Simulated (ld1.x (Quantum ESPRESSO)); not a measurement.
# Tl (Z = 81) TM: all-electron and pseudo phase curves

| Quantity | Value |
| --- | --- |
| Element | Tl |
| Generator | ld1.x (Quantum ESPRESSO) 7.5 |
| Type | norm-conserving Troullier–Martins (Kleinman–Bylander form) |
| Functional | LDA (PZ) |
| Relativity | fully relativistic |
| Frozen core | [Xe] 4f14 |
| Valence charge | 13 |
| Reference configuration | 5d10 6s2 6p0 (charge +1) |
| Partial waves | 6s (bound): rc 2.15 bohr; 5d (bound): rc 1.65 bohr; 6p (bound, empty): rc 2.65 bohr |
| Local potential | the p channel |
| Core correction | a·sin(br)/r model core, default radius (core density twice the valence density) |

Open shells are filled in proportion to 2j + 1 (rel_dist='average').

The phase is arctan(r·u′/u) with u = r·R(r), unwrapped; energies in Ry, scanned from -4 to 5 Ry. A pole is an energy at which the radial function vanishes at the test radius. The pseudo phase is shifted by a multiple of π to meet the all-electron one at the reference energy, and phase errors are pseudo minus all-electron; the curves can meet again beyond the range given. Levels narrower than the energy grid can be missing from the lists of poles.

```
channel  radius (bohr)  reference energy (Ry)  poles, all-electron  poles, pseudo  unbroken range about the reference energy with phases within 0.05 rad  phase error 1 Ry above the reference energy (rad)
      s           2.89                  -1.23                -0.32    -0.34, 3.71                                                              below 1.1                                             -0.004
   p1/2           2.89                  -0.70                 0.73           1.00                                       not even at the reference energy                                             +0.073
   p3/2           2.89                  -0.59                 1.26           1.00                                       not even at the reference energy                                             -0.045
   d3/2           2.89                  -1.79          -1.69, 3.40    -1.69, 4.62                                                             below -0.2                                             +0.018
   d5/2           2.89                  -1.62          -1.51, 3.56    -1.51, 4.77                                                             below -0.1                                             +0.019
```

Phases in the d5/2 channel:

```csv
E (Ry),all-electron,pseudo
-4.00,1.382,1.383
-3.52,1.366,1.367
-3.04,1.343,1.345
-2.56,1.305,1.308
-2.08,1.208,1.214
-1.60,-1.370,-1.369
-1.12,-1.772,-1.764
-0.64,-1.871,-1.852
-0.16,-1.989,-1.946
0.32,-2.225,-2.101
0.80,-2.904,-2.450
1.28,-3.961,-3.304
1.76,-4.377,-4.075
2.24,-4.538,-4.376
2.72,-4.623,-4.511
3.20,-4.679,-4.588
3.68,-4.722,-4.639
4.16,-4.760,-4.676
4.64,-4.798,-4.705
```
